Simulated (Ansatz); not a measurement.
B3H3O3 (`B1OBOBO1`), relaxed with RKS PBE0-D4/def2-TZVP in the Gaussian-basis code of Ansatz from a GFN2-xTB geometry. The force threshold is 0.005 eV/Å; the program also tests the step.

Total charge 0; spin multiplicity 1.

Start:

```xyz
9

B     0.698    0.762   -0.885
O    -0.223    1.339   -0.067
B    -0.917    0.580    0.823
O    -0.692   -0.760    0.889
B     0.219   -1.342    0.063
O     0.916   -0.579   -0.821
H     1.304    1.419   -1.640
H    -1.704    1.078    1.530
H     0.398   -2.497    0.109
```

(1) How much energy does the relaxation release, and in how many steps? (Estimate.)

(2) Which bonds change most? (An estimate is asked.)

(3) Give the relaxed structure. (Estimate.)

## Answers

(1) The calculation gave: 0.85 kcal/mol, in 4 steps.

(2) The calculation gave: B3–H8 from 1.170 to 1.190 Å; B5–H9 from 1.170 to 1.190 Å; B1–H7 from 1.170 to 1.190 Å; B3–O4 from 1.360 to 1.372 Å.

(3) Ansatz gave: 
```xyz
9

B     0.706    0.770   -0.893
O    -0.218    1.351   -0.062
B    -0.925    0.585    0.831
O    -0.704   -0.767    0.890
B     0.219   -1.355    0.062
O     0.922   -0.583   -0.828
H     1.318    1.437   -1.666
H    -1.727    1.092    1.550
H     0.409   -2.529    0.116
```
